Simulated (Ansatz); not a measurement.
Cartesian coordinates in Å:
```
O 0.605 1.243 -0.873
C 0.651 0.354 0.171
F 0.708 1.039 1.390
Si -0.954 -0.678 0.195
Br -0.929 -2.047 -1.548
H 1.474 1.636 -1.008
H 1.553 -0.272 0.146
H -0.981 -1.495 1.428
H -2.126 0.218 0.099
```

Total charge 0; spin multiplicity 1.

List the B3LYP/def2-TZVPP orbital energies in eV (the Gaussian-basis code of Ansatz). (Estimate.)

Ansatz gave: Occupied: -13139.23, -1800.11, -1700.88, -1532.58, -1532.53, -1532.52, -671.59, -521.60, -280.35, -236.67, -177.53, -177.35, -177.34, -144.59, -99.96, -99.87, -99.87, -71.82, -71.76, -71.76, -71.61, -71.61, -33.01, -29.11, -21.43, -19.05, -15.74, -15.05, -14.36, -12.81, -11.66, -10.67, -10.42, -10.18, -9.40, -8.99, -8.27, -8.13. Lowest empty: -0.43, 0.11, 0.57, 1.02, 1.50, 2.23, 2.47, 3.82.

B3LYP here is the variant with VWN-RPA as its local correlation; programs differ in this.
